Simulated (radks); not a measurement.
The numbers below are computed, except where a source is named.
Species: Sc. Configuration: [Ar] 3d0.5 4s1.5 4p1 (fractional occupations, a model configuration).

Level of theory: non-relativistic Kohn-Sham, PBE, spin-polarised, spherical densities, point nucleus; open shells are filled with parallel spins first (a radial shooting solver on a logarithmic mesh with Libxc functionals).

Energy parts (eV):
part                      energy
total                 -20688.721
kinetic                20669.300
electron-nucleus      -48911.682
Hartree                 8602.658
exchange-correlation   -1048.998

Orbitals (lengths in bohr, moments of r in powers of bohr; r(max) is where P^2 peaks):
[
 {"orbital": "1s up", "occ.": "1", "eigenvalue (eV)": "-4374.264", "r(max)": "0.04836", "<r>": "0.07360"},
 {"orbital": "1s down", "occ.": "1", "eigenvalue (eV)": "-4374.234", "r(max)": "0.04836", "<r>": "0.07360"},
 {"orbital": "2s up", "occ.": "1", "eigenvalue (eV)": "-473.4926", "r(max)": "0.2859", "<r>": "0.3461"},
 {"orbital": "2s down", "occ.": "1", "eigenvalue (eV)": "-473.3385", "r(max)": "0.2859", "<r>": "0.3460"},
 {"orbital": "2p up", "occ.": "3", "eigenvalue (eV)": "-391.6148", "r(max)": "0.2333", "<r>": "0.3087"},
 {"orbital": "2p down", "occ.": "3", "eigenvalue (eV)": "-391.4827", "r(max)": "0.2333", "<r>": "0.3086"},
 {"orbital": "3s up", "occ.": "1", "eigenvalue (eV)": "-58.1010", "r(max)": "0.9305", "<r>": "1.075"},
 {"orbital": "3s down", "occ.": "1", "eigenvalue (eV)": "-57.5600", "r(max)": "0.9306", "<r>": "1.075"},
 {"orbital": "3p up", "occ.": "3", "eigenvalue (eV)": "-37.1531", "r(max)": "0.9663", "<r>": "1.158"},
 {"orbital": "3p down", "occ.": "3", "eigenvalue (eV)": "-36.6075", "r(max)": "0.9663", "<r>": "1.157"},
 {"orbital": "3d up", "occ.": "0.5", "eigenvalue (eV)": "-6.3161", "r(max)": "1.060", "<r>": "1.645"},
 {"orbital": "3d down", "occ.": "0", "eigenvalue (eV)": "-5.6867", "r(max)": "1.058", "<r>": "1.613"},
 {"orbital": "4s up", "occ.": "1", "eigenvalue (eV)": "-5.6633", "r(max)": "3.016", "<r>": "3.509"},
 {"orbital": "4s down", "occ.": "0.5", "eigenvalue (eV)": "-4.6356", "r(max)": "2.951", "<r>": "3.517"},
 {"orbital": "4p up", "occ.": "1", "eigenvalue (eV)": "-2.5917", "r(max)": "3.707", "<r>": "4.457"},
 {"orbital": "4p down", "occ.": "0", "eigenvalue (eV)": "-1.6020", "r(max)": "3.755", "<r>": "4.682"}
]

The highest occupied level is 4p up at -2.592 eV. The configuration is held as typed, so some empty levels lie below it. Spin moment in Bohr magnetons: 2. Summed over all electrons, <r^2> = 59.02 bohr^2, which gives a Langevin (diamagnetic) susceptibility term of -46.7 x 10^-6 cm^3/mol. The density falls to 0.001 e/bohr^3 at r = 5.18 bohr.
